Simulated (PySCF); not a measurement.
C2H2O, SMILES C1=CO1.

Coordinates come from a PBE0-D3(BJ)/def2-TZVP optimisation.

Two levels are set side by side: TDDFT-PBE/def2-SVPD (PySCF) and TDDFT-ωB97X/def2-SVPD (PySCF). Vertical, same geometry. The lowest singlet is HOMO→LUMO 98 % with PBE and HOMO→LUMO 98 % with the other functional; states are paired by order. Differences are taken from unrounded values.

```
quantity                               TDDFT-PBE
-------------------------------------  ---------
lowest singlet excitation (eV)              3.44
lowest triplet excitation (TDA) (eV)        2.27
first bright state (f over 0.05) (eV)       7.15
its oscillator strength                     0.05
```

Task: These are the TDDFT-PBE values. What does TDDFT-ωB97X give? (Estimate from the structure and the level; the computed values follow.)

Result: 
```
quantity                               TDDFT-ωB97X  TDDFT-PBE minus TDDFT-ωB97X
-------------------------------------  -----------  ---------------------------
lowest singlet excitation (eV)                4.21                        -0.77
lowest triplet excitation (TDA) (eV)          2.71                        -0.44
first bright state (f over 0.05) (eV)         8.34                        -1.19
its oscillator strength                       0.07                        -0.02
```

A lower first singlet is the usual sign of a functional without exact exchange. Differences between two approximate levels are no errors against the true value.

Rough cost on one machine, each run with all the roots and properties that it gave: TDDFT-ωB97X against TDDFT-PBE about 4 times.
